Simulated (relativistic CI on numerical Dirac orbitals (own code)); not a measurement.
## Electric-dipole lines of Nd⁵⁹⁺

Computed by Dirac equation for one electron, model QED (radiative potential, 1s self-energy scaled to tabulated hydrogen-like ionisation energies) (own radial code, finite nucleus).

Configuration list: 1s, 2s, 2p, 3s, 3p, 3d, 4s, 4p, 4d, 4f, 5s, 5p, 5d, 5f, 5g, 6s, 6p, 6d. Levels of other configurations are missing.

```tsv
λ vac (Å)	Lower	Upper	A (s⁻¹)	log gf	S velocity/length
0.3169	1s ²S1/2 [1]	2p ²P°3/2 [4]	7.74e+15	-0.33	1.00
0.3224	1s ²S1/2 [1]	2p ²P°1/2 [2]	8.31e+15	-0.59	1.00
1.2456	2p ²P°1/2 [2]	4d ²D3/2 [12]	2.54e+14	-0.63	1.00
1.3316	2p ²P°3/2 [4]	4d ²D5/2 [15]	2.67e+14	-0.37	1.00
1.6464	2p ²P°1/2 [2]	3d ²D3/2 [7]	7.57e+14	0.09	1.00
1.6486	2s ²S1/2 [3]	3p ²P°3/2 [8]	2.72e+14	-0.35	1.00
1.6933	2s ²S1/2 [3]	3p ²P°1/2 [5]	3.35e+14	-0.54	1.00
1.7910	2p ²P°3/2 [4]	3d ²D5/2 [9]	8.31e+14	0.38	1.00
1.8067	2p ²P°3/2 [4]	3d ²D3/2 [7]	1.38e+14	-0.57	1.00
3.3118	3p ²P°1/2 [5]	5d ²D3/2 [19]	3.84e+13	-0.60	1.00
3.4843	3d ²D3/2 [7]	5f ²F°5/2 [21]	5.72e+13	-0.20	1.00
3.4847	3p ²P°3/2 [8]	5d ²D5/2 [22]	4.44e+13	-0.31	1.00
3.5377	3d ²D5/2 [9]	5f ²F°7/2 [24]	5.89e+13	-0.05	1.00
4.7294	3p ²P°1/2 [5]	4d ²D3/2 [12]	7.49e+13	0.00	1.00
4.7348	3s ²S1/2 [6]	4p ²P°3/2 [13]	3.49e+13	-0.33	1.00
4.8907	3s ²S1/2 [6]	4p ²P°1/2 [10]	4.49e+13	-0.49	1.00
5.0635	3d ²D3/2 [7]	4f ²F°5/2 [14]	1.71e+14	0.60	1.00
5.0643	3p ²P°3/2 [8]	4d ²D5/2 [15]	9.08e+13	0.32	1.00
5.1175	3p ²P°3/2 [8]	4d ²D3/2 [12]	1.56e+13	-0.61	1.00
5.1639	3d ²D5/2 [9]	4f ²F°7/2 [16]	1.78e+14	0.76	1.00
5.1908	3d ²D5/2 [9]	4f ²F°5/2 [14]	1.18e+13	-0.54	1.00
6.8335	4p ²P°1/2 [10]	6d ²D3/2 [28]	9.18e+12	-0.59	1.00
7.1320	4p ²P°3/2 [13]	6d ²D5/2 [30]	1.12e+13	-0.29	1.00
10.285	4p ²P°1/2 [10]	5d ²D3/2 [19]	1.48e+13	-0.03	1.00
10.296	4s ²S1/2 [11]	5p ²P°3/2 [20]	8.04e+12	-0.29	1.00
10.673	4s ²S1/2 [11]	5p ²P°1/2 [17]	1.06e+13	-0.44	1.00
10.922	4d ²D3/2 [12]	5f ²F°5/2 [21]	3.15e+13	0.53	1.00
10.924	4p ²P°3/2 [13]	5d ²D5/2 [22]	1.90e+13	0.31	1.00
11.108	4f ²F°5/2 [14]	5g ²G7/2 [23]	5.37e+13	0.90	1.00
11.109	4d ²D5/2 [15]	5f ²F°7/2 [24]	3.35e+13	0.70	1.00
11.195	4f ²F°7/2 [16]	5g ²G9/2 [25]	5.51e+13	1.02	1.00
11.478	4p ²P°3/2 [13]	5s ²S1/2 [18]	8.30e+12	-0.48	1.00
18.847	2s ²S1/2 [3]	2p ²P°3/2 [4]	7.04e+11	-0.82	1.01
19.035	5p ²P°1/2 [17]	6d ²D3/2 [28]	4.29e+12	-0.03	1.00
19.053	5s ²S1/2 [18]	6p ²P°3/2 [29]	2.58e+12	-0.25	1.00
19.799	5s ²S1/2 [18]	6p ²P°1/2 [26]	3.44e+12	-0.39	1.00
20.116	5p ²P°3/2 [20]	6d ²D5/2 [30]	5.67e+12	0.32	1.00
21.204	5p ²P°3/2 [20]	6s ²S1/2 [27]	3.38e+12	-0.34	1.00
63.376	3s ²S1/2 [6]	3p ²P°3/2 [8]	1.13e+11	-0.57	1.00
148.85	4p ²P°1/2 [10]	4d ²D3/2 [12]	2.39e+10	-0.50	1.00
150.89	4s ²S1/2 [11]	4p ²P°3/2 [13]	2.81e+10	-0.42	1.01
292.07	5p ²P°1/2 [17]	5d ²D3/2 [19]	8.67e+09	-0.35	1.00
296.08	5s ²S1/2 [18]	5p ²P°3/2 [20]	9.36e+09	-0.31	1.01
506.70	6p ²P°1/2 [26]	6d ²D3/2 [28]	3.65e+09	-0.25	1.00
513.65	6s ²S1/2 [27]	6p ²P°3/2 [29]	3.78e+09	-0.22	1.01
```

Terms are leading LS components. Brackets give the number of a level in order of energy, since labels repeat. The list gives strong lines, with weight on those to low levels. Levels whose partners in the same complex of configurations lie outside the list can be far off, and so can their lines. Rates are taken at the computed energies, electric ones in the length gauge. A velocity-to-length ratio far from 1 marks an uncertain rate.
